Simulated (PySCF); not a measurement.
diboron tetrafluoride cation (B2F4), SMILES FB(F)B(F)F (connectivity only; charge and spin as stated), charge +1, multiplicity 2.

The structure is a stationary point at PBE0-D3(BJ)/def2-SVP. The multiplicity is an assumed one; other spin states were not compared. One conformer was computed; it need not be the lowest.

Method: PBE0-D3(BJ)/def2-SVP (PySCF).

Frequencies are harmonic and unscaled.

Modes within 1.5 cm⁻¹ of each other (mostly degenerate sets) share a row, with their intensities summed.

```json
[
 {"mode": "1", "ν (cm⁻¹)": "26", "IR (km/mol)": "0.0", "moving atoms (share of kinetic energy)": "F 100 %"},
 {"mode": "2–3", "ν (cm⁻¹)": "113", "IR (km/mol)": "10.2", "moving atoms (share of kinetic energy)": "F 91 %, B 9 %"},
 {"mode": "4", "ν (cm⁻¹)": "204", "IR (km/mol)": "0.0", "moving atoms (share of kinetic energy)": "F 88 %, B 12 %"},
 {"mode": "5–6", "ν (cm⁻¹)": "474", "IR (km/mol)": "127.1", "moving atoms (share of kinetic energy)": "B 85 %, F 15 %"},
 {"mode": "7", "ν (cm⁻¹)": "486", "IR (km/mol)": "207.8", "moving atoms (share of kinetic energy)": "F 58 %, B 42 %"},
 {"mode": "8", "ν (cm⁻¹)": "588", "IR (km/mol)": "0.0", "moving atoms (share of kinetic energy)": "F 57 %, B 43 %"},
 {"mode": "9", "ν (cm⁻¹)": "1115", "IR (km/mol)": "294.1", "moving atoms (share of kinetic energy)": "F 64 %, B 36 %"},
 {"mode": "10", "ν (cm⁻¹)": "1176", "IR (km/mol)": "0.0", "moving atoms (share of kinetic energy)": "F 55 %, B 45 %"},
 {"mode": "11–12", "ν (cm⁻¹)": "1751", "IR (km/mol)": "663.8", "moving atoms (share of kinetic energy)": "B 75 %, F 25 %"}
]
```
